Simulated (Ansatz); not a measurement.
`F[CH]([GaH2])B[SiH3]` and `FC([SiH3])B[SiH3]` differ in one atom or group.

Ansatz, PBE0-D4/def2-TZVP geometries, multiplicity 1. Each molecule was computed in one conformer, which needn't be the lowest.

Scalar relativity is left out up to krypton.

```csv
property,`F[CH]([GaH2])B[SiH3]`
HOMO–LUMO gap (PBE/def2-TZVPP) / eV,4.12
LUMO energy (B3LYP/def2-TZVPP) / eV,-1.64
HOMO–LUMO gap (PBE0/def2-TZVPP) / eV,6.02
size of the dipole moment (ωB97M-V/def2-TZVPP) / D,0.62
size of the dipole moment (PBE/def2-TZVPP) / D,0.47
LUMO energy (ωB97M-V/def2-TZVPP) / eV,0.39
```

Task: What does the change do to each property? (Best estimate.)

Result: Ansatz gave: 
```tsv
property	`FC([SiH3])B[SiH3]`	shift
HOMO–LUMO gap (PBE/def2-TZVPP) / eV	4.17	0.05
LUMO energy (B3LYP/def2-TZVPP) / eV	-2.03	-0.39
HOMO–LUMO gap (PBE0/def2-TZVPP) / eV	6.39	0.37
size of the dipole moment (ωB97M-V/def2-TZVPP) / D	1.27	0.65
size of the dipole moment (PBE/def2-TZVPP) / D	1.22	0.75
LUMO energy (ωB97M-V/def2-TZVPP) / eV	0.05	-0.34
```

With PBE0 the HOMO falls by 0.79 eV and the LUMO falls by 0.42 eV, so the gap widens by about 0.37 eV. PBE moves the HOMO by -0.55 eV and ωB97M-V by -0.92 eV. Dipoles are sizes alone; their direction can turn.

B3LYP here is the variant with VWN-RPA as its local correlation; programs differ in this.
